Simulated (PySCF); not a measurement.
trichloroethylene (C2HCl3), singlet, at a GFN2-xTB geometry; HF/pcseg-1 (PySCF).

Here is a job for PySCF.
```python
from pyscf import gto, scf

mol = gto.M(
    atom='''
Cl    2.164304    0.650631   -0.024884
C     0.968681   -0.568927   -0.034553
C    -0.332364   -0.292371   -0.001418
Cl   -0.967282    1.297247    0.054353
Cl   -1.500229   -1.550861   -0.012694
H     1.336608   -1.581513   -0.069361
''',
    basis='pcseg-1',
    charge=0,
    spin=0,
    verbose=4,
)

mf = scf.RHF(mol)
mf.kernel()
mf.analyze()
```

The log (banner, timings and long lists left out):

```
PySCF version 2.14.0

[INPUT] verbose = 4
[INPUT] num. atoms = 6
[INPUT] num. electrons = 64
[INPUT] charge = 0
[INPUT] spin (= nelec alpha-beta = 2S) = 0
[INPUT] symmetry False subgroup None
[INPUT] Mole.unit = angstrom
[INPUT] Symbol           X                Y                Z      unit          X                Y                Z       unit  Magmom
[...]
nuclear repulsion = 319.664307475796
number of shells = 17
number of NR pGTOs = 189
number of NR cGTOs = 87
basis = pcseg-1
ecp = {}

******** <class 'pyscf.scf.hf.RHF'> ********
method = RHF
initial guess = minao
damping factor = 0
level_shift factor = 0
DIIS = <class 'pyscf.scf.diis.CDIIS'>
diis_start_cycle = 1
diis_space = 8
diis_damp = 0
SCF conv_tol = 1e-09
SCF conv_tol_grad = None
SCF max_cycles = 50
direct_scf = True
direct_scf_tol = 1e-13
Set gradient conv threshold to 3.16228e-05
Initial guess from minao.
init E= -1455.65930873696
[...]
cycle= 1 E= -1454.51549795197  delta_E= 1.14  |g|= 0.635  |ddm|=  2.9
[...]
cycle= 2 E= -1454.58473047881  delta_E= -0.0692  |g|= 0.471  |ddm|= 1.29
[...]
cycle= 3 E= -1454.64147029383  delta_E= -0.0567  |g|= 0.0535  |ddm|= 0.621
[...]
cycle= 4 E= -1454.64319268751  delta_E= -0.00172  |g|= 0.0222  |ddm|= 0.168
[...]
cycle= 5 E= -1454.64336598226  delta_E= -0.000173  |g|= 0.00604  |ddm|= 0.0388
[...]
cycle= 6 E= -1454.64339422882  delta_E= -2.82e-05  |g|= 0.00227  |ddm|= 0.0211
[...]
cycle= 7 E= -1454.64339718511  delta_E= -2.96e-06  |g|= 0.0005  |ddm|= 0.00705
[...]
cycle= 8 E= -1454.64339738242  delta_E= -1.97e-07  |g|= 0.000133  |ddm|= 0.00183
[...]
cycle= 9 E= -1454.64339739477  delta_E= -1.24e-08  |g|= 4.37e-05  |ddm|= 0.000395
[...]
cycle= 10 E= -1454.64339739639  delta_E= -1.62e-09  |g|= 1.26e-05  |ddm|= 0.000153
[...]
cycle= 11 E= -1454.64339739653  delta_E= -1.33e-10  |g|= 2.65e-06  |ddm|= 4.66e-05
[...]
Extra cycle  E= -1454.64339739653  delta_E= -7.28e-12  |g|= 1.48e-06  |ddm|= 5.54e-06
converged SCF energy = -1454.64339739653
**** SCF Summaries ****
Total Energy =                       -1454.643397396533601
Nuclear Repulsion Energy =             319.664307475796193
One-electron Energy =                -2644.372883619696950
Two-electron Energy =                  870.065178747367099
Two-electron Coulomb Energy =          963.381464389363714
DFT Exchange-Correlation Energy =      -93.316285641996615
HOMO-LUMO gap [eV] =                    12.974056151952775
**** MO energy ****
[...]
 ** Mulliken pop on meta-lowdin orthogonal AOs  **
 ** Mulliken pop  **
 ** Mulliken atomic charges  **
charge of    0Cl =     -0.03738
charge of    1C =     -0.08097
charge of    2C =      0.02798
charge of    3Cl =     -0.01962
charge of    4Cl =     -0.02851
charge of    5H =      0.13851
Dipole moment(X, Y, Z, Debye):  0.45825, -1.05059, -0.03762
```
